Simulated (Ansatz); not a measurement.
`F[SiH](F)N[SiH2]Cl` + H–F → `F[SiH2]N[SiH](F)F` + HCl  (ligand exchange at the Si–Cl bond)

Gas-phase electronic energies from Ansatz, PBE0-D4/def2-TZVP geometries. CBS: MP2 limit from def2 TZ/QZ plus the TZ coupled-cluster correction, frozen cores. This one scheme is used for every species. DFT in def2-TZVPP. B3LYP here is the variant with VWN-RPA as its local correlation; programs differ in this. One conformer a species, not always the lowest.

| level | ΔE (kJ/mol) | difference from CCSD(T)/CBS |
| --- | --- | --- |
| r2SCAN-D4 | -45.9 | -1.7 |
| PBE0-D4 | -37.8 | 6.4 |
| B3LYP-D4 | -46.8 | -2.6 |
| ωB97X-V | -47.4 | -3.2 |
| ωB97M-V | -46.5 | -2.3 |
| B2PLYP | -51.5 | -7.3 |
| PBE | -42.5 | 1.7 |
| r2SCAN | -47.1 | -2.9 |
| B3LYP | -54.2 | -10.0 |
| HF/def2-TZVPP | -59.0 | -14.8 |
| MP2/def2-TZVPP | -43.2 | 1.0 |
| SCS-MP2/def2-TZVPP | -49.1 | -4.9 |
| CCSD(T)/def2-TZVPP | -48.4 | -4.2 |
| SCS-MP2/def2-QZVPP | -47.3 | -3.1 |
| MP2/CBS(def2) | -39.1 | 5.1 |
| CCSD/CBS(def2) | -46.5 | -2.3 |
| CCSD(T)/CBS | -44.2 | 0 |

Largest T1 diagnostic among the species: 0.012.

The D4 term adds +7.4 kJ/mol with B3LYP and +4.1 kJ/mol with PBE0; it sums over pairs of atoms, weighted by their polarisabilities, and B3LYP, whose exchange is more repulsive, gets the larger term. In def2-TZVPP, CCSD(T) changes the Hartree–Fock value by +10.6 kJ/mol (the triples alone add +2.3 kJ/mol) and MP2 by +15.7 kJ/mol.

CCSD(T)/CBS has its own doubt, a few kJ/mol and more with outer-core shells, so smaller differences from it don't rank the levels.
